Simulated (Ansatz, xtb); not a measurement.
# Relative energy of two isomers of C2H3F3Si

Structure X: `C=C[Si](F)(F)F`, a singlet. Structure Y: `C=C(F)[SiH](F)F`, a singlet. Both are isolated molecules in the gas phase, relaxed with PBE0-D4/def2-SVP; the shapes shown needn't be the lowest conformers.

X (Å):

```xyz
9

C     0.1965   -1.4966    0.3527
C     0.3944   -0.2012    0.6257
F    -1.0435    0.4454   -1.7073
F     0.8970    2.0372   -1.0816
F    -1.2772    2.0920    0.2744
Si   -0.2582    1.1060   -0.4741
H     0.5819   -2.2893    1.0026
H    -0.3599   -1.8193   -0.5334
H     0.9574    0.0793    1.5238
```

Y (Å):

```xyz
9

C    -2.0096    0.9011    1.3573
C    -1.3416    1.2497    0.2593
F    -0.6101    0.3495   -0.4182
F    -2.0547    2.9965   -1.8847
F    -2.1779    3.8921    0.5555
Si   -1.3159    2.9739   -0.4529
H    -1.9877   -0.1250    1.7352
H    -2.5933    1.6528    1.8912
H     0.0342    3.5471   -0.6273
```

Problem. Which of the two would you expect CCSD(T)/def2-SVP + ΔMP2/def2-TZVPP electronic energies to favour?

Solution. Structure X; the calculation gives E(Y) − E(X) = +58.3 kcal/mol.

Level by level:

```csv
level,geometry,E(Y) − E(X) (kcal/mol),departure from the last row (kcal/mol),"job, with rough time for the two"
GFN2-xTB,GFN2-xTB,+32.0,−26.3,"optimisation, 0.14 s"
HF/STO-3G,GFN2-xTB,+20.8,−37.6,"single point, 0.28 s"
r2SCAN-D4/def2-SVP,GFN2-xTB,+51.1,−7.3,"single point, 3.2 s"
PBE0-D4/def2-SVP,PBE0-D4/def2-SVP,+50.0,−8.4,"optimisation, 32 s"
HF/def2-SVP,PBE0-D4/def2-SVP,+54.7,−3.7,part of the CCSD(T) run
MP2/def2-SVP,PBE0-D4/def2-SVP,+56.0,−2.4,part of the CCSD(T) run
CCSD(T)/def2-SVP,PBE0-D4/def2-SVP,+53.7,−4.7,single point
CCSD(T)/def2-SVP + ΔMP2/def2-TZVPP,PBE0-D4/def2-SVP,+58.3,,"single point, 34 s"
```

As drawn, Y has 1 C–F, 1 Si–H in place of 1 F–Si, 1 C–H.

The levels shown agree on the order. The largest departure from CCSD(T)/def2-SVP + ΔMP2/def2-TZVPP is that of HF/STO-3G, 37.6 kcal/mol. The last row adds to CCSD(T) the change of the MP2 difference between the two basis sets, here +4.7 kcal/mol, a large step that makes the value less sure.

With harmonic frequencies from PBE0-D4/def2-SVP (ideal gas, rigid rotor, one conformer each, 298.15 K, 1 atm): the zero-point term adds −1.5 kcal/mol; ΔH is +56.8 and ΔG +56.7 kcal/mol.

The correlated steps freeze 10 core orbitals. Mirror images aren't counted in ΔG. Programs: Ansatz 0.2.0, xtb 6.7.1; the last row on 2 threads of Arm Neoverse V2 on a shared host.
